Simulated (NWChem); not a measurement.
Plane-wave run on Si (space group P6_3/mmc)

```
CELL_PARAMETERS angstrom
      3.83132     0.00000     0.00000
     -1.91566     3.31802     0.00000
      0.00000     0.00000     6.33262
ATOMIC_POSITIONS crystal
  Si 0.33333 0.66667 0.06301
  Si 0.66667 0.33333 0.93699
  Si 0.66667 0.33333 0.56301
  Si 0.33333 0.66667 0.43699
```

Program: NWChem. Origin of the cell: Materials Project cell, not relaxed here.

Norm-conserving pseudopotentials with valence charges Si 4, fixed occupations, no spin-orbit coupling, density cut at twice the wavefunction cutoff.

Level: LDA (Vosko), default library, cutoff 15 Ha, density from a 3×3×3 mesh. Bands run along Γ–M–K–Γ–A–L–H–A with k in units of the cell's reciprocal vectors.

Task: Give the band energies at the labelled points, in eV from the valence-band top.

Result: 
| point | k | band 5 | band 6 | band 7 | band 8 | band 9 | band 10 |
|---|---|---|---|---|---|---|---|
| Γ | 0.000 0.000 0.000 | -1.51 | -0.35 | 0.00 | 0.00 | 0.90 | 1.97 |
| M | 0.500 0.000 0.000 | -4.68 | -3.05 | -3.02 | -1.44 | 0.30 | 2.89 |
| K | 0.333 0.333 0.000 | -5.22 | -3.59 | -3.59 | -3.35 | 0.72 | 5.30 |
| A | 0.000 0.000 0.500 | -0.92 | -0.92 | -0.92 | -0.92 | 1.68 | 1.68 |
| L | 0.500 0.000 0.500 | -2.46 | -2.46 | -2.42 | -2.42 | 0.80 | 0.80 |
| H | 0.333 0.333 0.500 | -4.52 | -4.52 | -1.99 | -1.99 | 1.48 | 1.48 |
Bands up to 8 are filled.
